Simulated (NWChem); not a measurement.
# Correlation energy of H4HfS

SMILES: [HfH3][SH]
```xyz
6

Hf    -0.0296     0.4283     0.0000
H     -1.8278     0.8709     0.0000
H      0.7950     1.1403     1.4927
H      0.7950     1.1403    -1.4927
S      0.2194    -1.9937     0.0000
H     -1.1396    -2.0923     0.0000
```
Charge 0, spin multiplicity 1.

The numbers come from NWChem runs, not from measurements. The geometry was optimised at B3LYP/def2-SVP with def2 effective core potentials on Hf, a minimum by its harmonic frequencies.

Basis set: def2-SVP. Each correlation energy counts from its own Hartree-Fock reference.

Effective core potentials replace the inner electrons of Hf; spin-orbit coupling is left out. The correlated methods keep 5 core orbitals frozen. The structure started from a generated list of species. Coupled-cluster values serve here as a point of comparison, not as the truth.

```json
[
 {"method": "MP2", "correlation energy (mHa)": "-353.0"},
 {"method": "CCSD(T)", "correlation energy (mHa)": "-401.8"},
 {"method": "CCSD", "correlation energy (mHa)": "-389.9"},
 {"method": "SCS-MP2", "correlation energy (mHa)": "-349.7"},
 {"method": "CR-CCSD[T]", "correlation energy (mHa)": "(withheld)"},
 {"method": "CR-CCSD(T)", "correlation energy (mHa)": "(withheld)"},
 {"method": "CCSD+T(CCSD)", "correlation energy (mHa)": "-402.6"}
]
```

### Question
Fill in the missing entries.

### Answer

- CR-CCSD[T], correlation energy (mHa): -399.7
- CR-CCSD(T), correlation energy (mHa): -399.1
